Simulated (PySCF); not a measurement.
# Correlation energy of Ni (nickel, neutral)

[Ar] 3d8 4s2, high-spin 3F determinant. Computed with PySCF 2.14 in x2c-TZVPPall (6s5p4d2f1g, 64 functions), with the spin-free X2C one-electron Hamiltonian (Gaussian nucleus). Frozen: [Ne]; 18 electrons correlated.

| level | correlation energy (mhartree) |
| --- | --- |
| CCSD | -628.15 |
| (T) | -15.90 |
| CCSD(T) | -644.05 |

Diagnostics: T1 = 0.017, D1 = 0.0588, largest double amplitude 0.109.

Cost of the coupled-cluster step: roughly 12 core-seconds, for 18 correlated electrons.

This basis was not built for core-valence correlation, so the inner-shell part is incomplete.
